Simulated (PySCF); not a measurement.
Ga(H)(Cl)(OMe) (CH4ClGaO), SMILES C[O][GaH][Cl].

Geometry optimised at PBE0-D3(BJ)/def2-SVP. The structure was generated by enumeration; whether it is a known compound was not checked. One conformer was computed; it need not be the lowest.

Two levels are set side by side: PBE/def2-TZVP (PySCF) and B3LYP/def2-TZVP (PySCF). Same geometry, gas phase. Differences are taken from unrounded values.

```csv
quantity,B3LYP,PBE,PBE minus B3LYP
orbital gap (eV),6.51,4.77,-1.74
highest occupied level (eV),-7.94,-6.70,1.25
lowest empty level (eV),-1.43,-1.92,-0.50
dipole moment (D),2.59,2.47,-0.11
mean polarisability (bohr³),55.7,58.1,2.4
```

Without exact exchange PBE keeps part of each electron's self-repulsion, which lifts occupied levels and narrows the gap. Loosely held outer electrons make PBE densities more polarisable. Differences between two approximate levels are no errors against the true value.

Rough cost on one machine, each run with all the roots and properties that it gave: B3LYP against PBE within a factor of 2.
